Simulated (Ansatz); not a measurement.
Input file for Ansatz (a program for electronic structure): R-CCSD(T)/def2-TZVPP on F2OTi (SMILES [O]=[Ti]([F])[F]).

Ansatz 0.2 input:
```yaml
crystal:
  periodic: [false, false, false]
  atoms:
    - {symbol: Ti, position_ang: [-0.00511429, -0.00018662, -0.05041871]}
    - {symbol: O, position_ang: [1.59867242, -0.00881730, 0.00926066]}
    - {symbol: F, position_ang: [-0.78778047, 1.61853147, 0.01378196]}
    - {symbol: F, position_ang: [-0.80567766, -1.60952755, 0.02747608]}
basis:
  gaussian:
    orbitals: def2-TZVPP
magnetization: {spin_polarized: false}
correlation: {method: ccsd_t, electrons: outside_noble_gas}
scf: {lower_state_search: off}
```

Output:

```
WARN ansatz: RAYON_NUM_THREADS=4 ignored (pool sized by the plan → 4); use --threads N
Functional definition: HF
these checks for a lower state are left out or cut short: stability, starts, cluster_reference, orbital_swaps, neighbouring_geometries, increment
integrals: 0.40 GiB planned
1074 factors; integrals over basis functions are off by at most 1.1e-3 eV
mean field: 0.53 GiB planned
mean field evaluation 1: about -30530.0451 eV, gradient 8.2e1 eV
mean field evaluation 2: about -30530.1583 eV, gradient 8.2e1 eV
mean field evaluation 4: about -30542.2251 eV, gradient 1.6e1 eV
mean field evaluation 8: about -30542.6092 eV, gradient 1.5e0 eV
mean field evaluation 16: about -30542.6215 eV, gradient 2.0e-6 eV
mean field -30542.62152538 eV, -1122.4206385253 hartree, gradient 2.5e-6 eV, S^2 0.000000; 0 other end points of the search recorded, 0 dependent functions left out
12 core orbitals not correlated
reference -30542.62152538 eV, -1122.4206385253 hartree; 12, 12 occupied and 133, 133 virtual orbitals, 1074 factors
second order -25.37853907 eV of doubles, -0.00000000 eV of singles
coupled cluster: 1.11 GiB planned
cycle   1  -22.57604047 eV  change     2.8e0 eV  update   2.8e-1
cycle   2  -23.96071732 eV  change    -1.4e0 eV  update   2.1e-1
cycle   3  -24.14979702 eV  change   -1.9e-1 eV  update   4.6e-2
cycle   4  -24.15350722 eV  change   -3.7e-3 eV  update   2.0e-2
cycle   5  -24.13325441 eV  change    2.0e-2 eV  update   5.4e-3
cycle   6  -24.13524709 eV  change   -2.0e-3 eV  update   2.8e-3
cycle   7  -24.13640290 eV  change   -1.2e-3 eV  update   1.6e-3
cycle   8  -24.13486872 eV  change    1.5e-3 eV  update   8.1e-4
cycle   9  -24.13499733 eV  change   -1.3e-4 eV  update   3.9e-4
cycle  10  -24.13553245 eV  change   -5.4e-4 eV  update   1.9e-4
cycle  11  -24.13526406 eV  change    2.7e-4 eV  update   9.8e-5
cycle  12  -24.13520220 eV  change    6.2e-5 eV  update   5.3e-5
cycle  13  -24.13531335 eV  change   -1.1e-4 eV  update   1.8e-5
cycle  14  -24.13527733 eV  change    3.6e-5 eV  update   1.0e-5
cycle  15  -24.13527575 eV  change    1.6e-6 eV  update   5.3e-6
perturbative correction -1.37943829 eV, -0.0506934221 hartree
Total energy: -30568.13623942 eV, -1123.3582869718 hartree
Checks for a lower state left out: stability, starts, cluster_reference, orbital_swaps, neighbouring_geometries, increment
```

The calculation finished and met its thresholds.

Cost: roughly 40 core-seconds.
